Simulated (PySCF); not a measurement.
A structure optimised at PBE-D3(BJ)/def2-SVP, used in a PySCF frequency run:

```
C
H 1 1.1093
H 1 1.1110 2 107.63
C 1 1.5600 2 115.21 3 123.77
H 4 1.1095 1 114.26 2 -79.07
H 4 1.1110 5 107.11 1 -123.04
Si 1 1.9175 2 118.04 3 -122.41
H 7 1.5062 1 112.11 2 -36.79
Si 4 1.9358 5 116.50 6 -121.50
H 9 1.5054 4 118.27 5 88.59
H 9 1.5059 10 109.59 4 128.91
Cl 7 2.0909 8 107.23 1 -130.08
```
Charge 0, spin multiplicity 1.

Q: Write its SMILES and formula.

A: Cl[Si@@H]1CC[SiH2]1, C₂H₇ClSi₂

Q: What are its rotational constants (standard atomic weights)?

A: 4.7479, 1.4031, 1.1943 GHz
